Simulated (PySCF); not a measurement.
**A small calculation by hand: refractive index and permittivity of the vapour**

In(F)2(Me) (CH3F2In), SMILES [CH3][In]([F])[F].

Geometry: B3LYP-D3(BJ)/def2-SVP. The def2 effective core potentials stand for the cores of In; spin–orbit coupling is left out.

PySCF with HF/def2-TZVPD gives a mean static polarisability of 41.2 bohr³ and a dipole moment of 4.84 D. Take an ideal gas at 298.15 K and 0.01 bar, whether or not the substance is that volatile.

**Question.** Work out n − 1 in the optical limit and the static ε − 1.

**Answer.** 
Polarisability volume α' = 41.2 × 0.148185 = 6.11 Å³. Number density N = p/kT = 2.43e-7 Å⁻³.
Dilute limit of Lorentz–Lorenz: n − 1 = 2π N α' = 9.3e-6.
Orientation term of Debye: μ²/(3kT) = 8.098 Å³ × μ²(D²) = 189.70 Å³.
ε − 1 = 4π N (α' + μ²/3kT) = 0.00060. Orientation of the dipole supplies 97 % of the static response; it can't follow optical fields. Vibrational polarisation and dispersion are left out.
